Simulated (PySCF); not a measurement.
## C₇H₁₂NPSi: full NMR table

```yaml
Formula: C7H12NPSi
SMILES: CN([SiH2]P)c1ccccc1
InChI: InChI=1S/C7H12NPSi/c1-8(10-9)7-5-3-2-4-6-7/h2-6H,9-10H2,1H3
Point_group_of_the_computed_structure: C1
Carbon_signals: 5
Proton_signals: 6
```

Atom-mapped SMILES (the numbers label the heavy atoms): `[CH3:1][N:2]([SiH2:3][PH2:4])[c:5]1[cH:6][cH:7][cH:8][cH:9][cH:10]1`. Each H is labelled by its parent atom.

PySCF 2.14.0 with density-fitted response routines calculation with σ from GIAO-PBE0/pcSseg-1 and GFN2-xTB geometry; isolated molecule, single conformer, equivalent nuclei averaged, relativity neglected.

References, each an isolated molecule treated in the same way: 1H (σ = 31.72 ppm), 13C (σ = 186.93 ppm), 29Si (σ = 349.16 ppm) against TMS; 31P (σ = 318.38 ppm) against H3PO4; 15N (σ = 267.73 ppm) against NH3.

```tsv
carbon	δC, type	δH (multiplicity)	HMBC from (2–3 bonds)	span of the C tensor (ppm)
C1	38.9, CH3	3.09 (s)	H(Si3)	58
C5	155.1, C	–	H(C7)/H(C9), H(C6)/H(C10), H(Si3), H(C1)	199
C6/C10	123.6, CH	6.66 (d)	H(C7)/H(C9), H(C8), H(C6)/H(C10)	200
C7/C9	134.5, CH	7.52 (m)	H(C7)/H(C9), H(C8), H(C6)/H(C10)	235
C8	124.7, CH	7.13 (t)	H(C7)/H(C9), H(C6)/H(C10)	221
```

Other nuclei:
```tsv
atoms	nucleus	environment	δ (ppm)	σ (ppm)
H(Si3)	1H	hydrogen on a silicon bonded to N, P	5.47	26.25
H(P4)	1H	hydrogen on a phosphorus bonded to Si	1.21	30.51
P4	31P	phosphorus bonded to Si, 2 H	-297.8	616.2
Si3	29Si	silicon bonded to N, P, 2 H	-32.5	381.6
N2	15N	aniline-type nitrogen	55.9	211.9
```

- δC 155.1: aromatic carbon bearing nitrogen; the electronegative substituent deshields the carbon that carries it.
- δC 134.5, 124.7, 123.6: aromatic CH.
- δC 38.9: methyl carbon bonded to N; deshielded by the electronegative neighbour.
- δH 7.52, 7.13, 6.66: hydrogen on an aromatic CH.
- δH 3.09: hydrogen on a methyl carbon bonded to N; its carbon carries N, hence the downfield position.

Splittings by 31P in the carbon and heteronuclear signals aren't shown, as no couplings were computed. Shifts are as computed. Against solution values, carbons near 30 ppm lie about +3 ppm off and those near 130 ppm about +5 ppm. Of 1211 compounds with measured shifts, 218 miss one by over three times the rms of a fit or turn the order of signals round; such compounds aren't used in these exercises. Experimental scales use liquid or dissolved standards, which lie at an offset from isolated NH3 (liquid NH3: subtract about 20 ppm) and H3PO4. No couplings were computed; multiplicities are counted from neighbouring protons, with m where these are inequivalent, close in shift, in a saturated or five-membered ring or joined by F or P, and br s for small geminal =CH2 splittings.
